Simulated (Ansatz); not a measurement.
Basis-set extrapolation for C₇H₁₂, SMILES `C=C1CCCCC1` (PBE0-D4/def2-TZVP geometry, frozen core, Ansatz 0.2.0). Multiplicity 1, RHF reference.

|  | def2-TZVPP | def2-QZVPP |
| --- | --- | --- |
| HF | -272.153830 | -272.166063 |
| MP2 correlation | -1.182647 | -1.255878 |
| CCSD(T) correlation | -1.298794 | not run |

Energies in hartree. Use E(X) = E(∞) + A·exp(−7.88·√X) for Hartree–Fock and E(X) = E(∞) + B·X^(−2.97) for correlation, with X = 3 and 4, and add CCSD(T) minus MP2 of the smaller set to the MP2 limit.

**Question.** What is the CCSD(T) energy at the basis-set limit?

**Answer.** HF limit: -272.166063 + (-0.012233) × 0.13774 = -272.16775. MP2 limit: -1.255878 + (-0.073231) × 0.74074 = -1.31012. Higher-order term: -1.298794 − (-1.182647) = -0.11615. Total: -273.59402 hartree, 88.7 kcal/mol below CCSD(T)/def2-TZVPP.
